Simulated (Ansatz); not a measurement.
Born–Oppenheimer molecular dynamics of GeH$_{4}$S$_{2}$Si (8 atoms, charge 0, multiplicity 1). It starts at the highest image of a converged band, a first-order saddle point between two minima.

These are results of RKS CAM-B3LYP-D4/def2-SVP (Ansatz), not measurements.

```yaml
ensemble: NVE (velocity Verlet)
time_step: 0.5 fs
steps_asked: 200
starting_velocities_drawn_for: 100 K
seed: 9560
```

Frames 2.5 fs apart, positions in Å, forces in eV/Å.

Velocities at 35 fs (Å/ps):

```
Si -0.31 -1.82 1.16
Ge 2.20 1.37 2.86
S -3.12 2.30 -0.94
S -1.13 -2.76 -2.77
H -11.82 -1.40 3.69
H 4.14 -5.85 -7.74
H 14.54 -8.37 -8.78
H -21.91 -17.49 -108.17
```

```xyz
8
Properties=species:S:1:pos:R:3:forces:R:3 time_fs=35 energy_less_start_eV=-0.724 T=1034
Si -0.651 0.978 -0.559 -0.47 -0.33 0.50
Ge -0.264 -1.370 -0.151 0.75 0.81 1.30
S 1.471 -0.726 1.543 -1.51 -0.15 -0.14
S 1.946 -1.511 -0.331 0.05 -0.82 -0.95
H -1.531 1.175 -1.730 -0.13 0.05 -0.16
H -1.277 1.653 0.638 0.20 -0.24 -0.35
H 0.711 1.432 -0.851 0.24 0.14 -0.03
H -1.277 -2.541 0.230 0.88 0.54 -0.17
8
Properties=species:S:1:pos:R:3:forces:R:3 time_fs=37.5 energy_less_start_eV=-0.726 T=1036
Si -0.652 0.973 -0.556 0.19 -0.39 -0.37
Ge -0.258 -1.366 -0.144 0.67 0.82 0.92
S 1.462 -0.721 1.541 -1.54 -0.32 -0.13
S 1.943 -1.518 -0.339 0.09 -0.73 -0.92
H -1.563 1.172 -1.724 0.08 0.01 0.04
H -1.262 1.634 0.612 -0.01 0.06 0.17
H 0.748 1.414 -0.873 -0.42 0.01 0.10
H -1.304 -2.568 -0.042 0.93 0.55 0.19
8
Properties=species:S:1:pos:R:3:forces:R:3 time_fs=40 energy_less_start_eV=-0.677 T=973
Si -0.652 0.967 -0.553 0.45 -0.50 -0.99
Ge -0.252 -1.361 -0.135 0.69 0.91 0.52
S 1.449 -0.716 1.538 -1.49 -0.50 -0.15
S 1.941 -1.527 -0.348 0.15 -0.59 -0.83
H -1.590 1.170 -1.716 0.24 -0.02 0.16
H -1.248 1.618 0.597 -0.18 0.31 0.59
H 0.762 1.397 -0.888 -0.65 0.00 0.15
H -1.277 -2.563 -0.303 0.80 0.40 0.54
8
Properties=species:S:1:pos:R:3:forces:R:3 time_fs=42.5 energy_less_start_eV=-0.645 T=931
Si -0.652 0.961 -0.553 0.00 -0.41 -0.64
Ge -0.245 -1.356 -0.127 0.78 1.06 0.18
S 1.435 -0.712 1.535 -1.39 -0.68 -0.19
S 1.938 -1.538 -0.359 0.22 -0.40 -0.67
H -1.603 1.168 -1.699 0.21 -0.02 0.10
H -1.243 1.619 0.613 -0.05 0.19 0.37
H 0.740 1.381 -0.896 -0.31 0.14 0.07
H -1.202 -2.535 -0.532 0.53 0.12 0.78
8
Properties=species:S:1:pos:R:3:forces:R:3 time_fs=45 energy_less_start_eV=-0.576 T=843
Si -0.652 0.953 -0.554 -0.73 -0.20 0.26
Ge -0.237 -1.350 -0.118 0.87 1.17 -0.06
S 1.417 -0.709 1.532 -1.24 -0.85 -0.25
S 1.937 -1.548 -0.371 0.34 -0.19 -0.48
H -1.605 1.164 -1.677 0.03 0.01 -0.10
H -1.240 1.630 0.650 0.21 -0.12 -0.19
H 0.701 1.373 -0.899 0.34 0.34 -0.08
H -1.097 -2.500 -0.714 0.19 -0.17 0.89
8
Properties=species:S:1:pos:R:3:forces:R:3 time_fs=47.5 energy_less_start_eV=-0.486 T=727
Si -0.653 0.945 -0.554 -0.91 0.04 0.75
Ge -0.229 -1.343 -0.109 0.88 1.17 -0.23
S 1.397 -0.708 1.528 -1.06 -0.99 -0.32
S 1.935 -1.560 -0.385 0.48 0.02 -0.25
H -1.605 1.161 -1.661 -0.15 0.03 -0.26
H -1.225 1.635 0.676 0.29 -0.28 -0.48
H 0.681 1.385 -0.907 0.56 0.38 -0.14
H -0.979 -2.475 -0.844 -0.10 -0.37 0.93
8
Properties=species:S:1:pos:R:3:forces:R:3 time_fs=50 energy_less_start_eV=-0.453 T=684
Si -0.657 0.937 -0.553 -0.35 0.33 0.35
Ge -0.220 -1.335 -0.100 0.78 1.00 -0.39
S 1.375 -0.708 1.523 -0.85 -1.11 -0.37
S 1.935 -1.571 -0.398 0.64 0.23 -0.03
H -1.613 1.159 -1.659 -0.13 0.01 -0.18
H -1.194 1.624 0.677 0.15 -0.19 -0.31
H 0.690 1.419 -0.922 0.06 0.15 -0.02
H -0.867 -2.471 -0.918 -0.30 -0.42 0.96
8
Properties=species:S:1:pos:R:3:forces:R:3 time_fs=52.5 energy_less_start_eV=-0.435 T=662
Si -0.661 0.930 -0.551 0.25 0.51 -0.59
Ge -0.210 -1.326 -0.091 0.62 0.72 -0.56
S 1.352 -0.711 1.518 -0.62 -1.18 -0.41
S 1.936 -1.582 -0.412 0.80 0.40 0.17
H -1.628 1.159 -1.668 0.03 -0.04 0.06
H -1.155 1.603 0.660 -0.14 0.09 0.21
H 0.702 1.461 -0.938 -0.48 -0.15 0.12
H -0.773 -2.491 -0.934 -0.45 -0.36 1.00
8
Properties=species:S:1:pos:R:3:forces:R:3 time_fs=55 energy_less_start_eV=-0.457 T=690
Si -0.664 0.923 -0.551 0.34 0.59 -1.17
Ge -0.200 -1.317 -0.083 0.41 0.40 -0.68
S 1.327 -0.716 1.512 -0.35 -1.19 -0.40
S 1.938 -1.592 -0.426 0.91 0.53 0.34
H -1.642 1.156 -1.673 0.13 -0.07 0.23
H -1.124 1.587 0.656 -0.34 0.26 0.54
H 0.688 1.494 -0.947 -0.55 -0.28 0.13
H -0.705 -2.533 -0.891 -0.56 -0.24 0.99
8
Properties=species:S:1:pos:R:3:forces:R:3 time_fs=57.5 energy_less_start_eV=-0.570 T=835
Si -0.667 0.918 -0.552 -0.16 0.72 -0.76
Ge -0.190 -1.307 -0.076 0.17 0.06 -0.77
S 1.302 -0.724 1.506 -0.04 -1.14 -0.33
S 1.942 -1.601 -0.438 0.95 0.61 0.47
H -1.649 1.149 -1.666 0.05 -0.06 0.20
H -1.112 1.584 0.680 -0.27 0.07 0.23
H 0.644 1.513 -0.949 -0.10 -0.17 0.01
H -0.671 -2.590 -0.789 -0.61 -0.09 0.94
8
Properties=species:S:1:pos:R:3:forces:R:3 time_fs=60 energy_less_start_eV=-0.699 T=1001
Si -0.670 0.915 -0.556 -0.82 0.77 0.12
Ge -0.179 -1.297 -0.069 -0.12 -0.36 -0.87
S 1.277 -0.733 1.498 0.34 -1.01 -0.17
S 1.948 -1.609 -0.450 0.89 0.63 0.56
H -1.653 1.139 -1.647 -0.15 -0.01 0.01
H -1.116 1.585 0.717 -0.10 -0.23 -0.32
H 0.595 1.521 -0.951 0.53 0.06 -0.16
H -0.673 -2.651 -0.630 -0.57 0.14 0.84
8
Properties=species:S:1:pos:R:3:forces:R:3 time_fs=62.5 energy_less_start_eV=-0.825 T=1164
Si -0.675 0.913 -0.559 -0.94 0.81 0.51
Ge -0.168 -1.288 -0.063 -0.50 -0.90 -1.00
S 1.252 -0.744 1.491 0.81 -0.80 0.09
S 1.956 -1.615 -0.461 0.71 0.60 0.63
H -1.667 1.128 -1.627 -0.30 0.02 -0.16
H -1.126 1.574 0.737 0.00 -0.33 -0.55
H 0.574 1.533 -0.961 0.63 0.10 -0.18
H -0.708 -2.704 -0.422 -0.42 0.49 0.66
```

Of the whole run (100 fs, mean temperature of the second half 981 K): The conserved energy stayed within 0.05 meV per atom of its start (net change -0.017 meV per atom), so the integration is sound. The kinetic energy rose, since the run started high on the potential surface and went downhill. A run of 0.1 ps of so small a system gives no equilibrium averages. The orbitals stay closed-shell, which can raise the energy where a bond breaks towards radicals; this wasn't checked here.

Time of the run: 9.9 min on 2 threads of Intel(R) Xeon(R) Platinum 8488C (Sapphire Rapids), with other jobs on the host, peak memory 0.34 GiB.
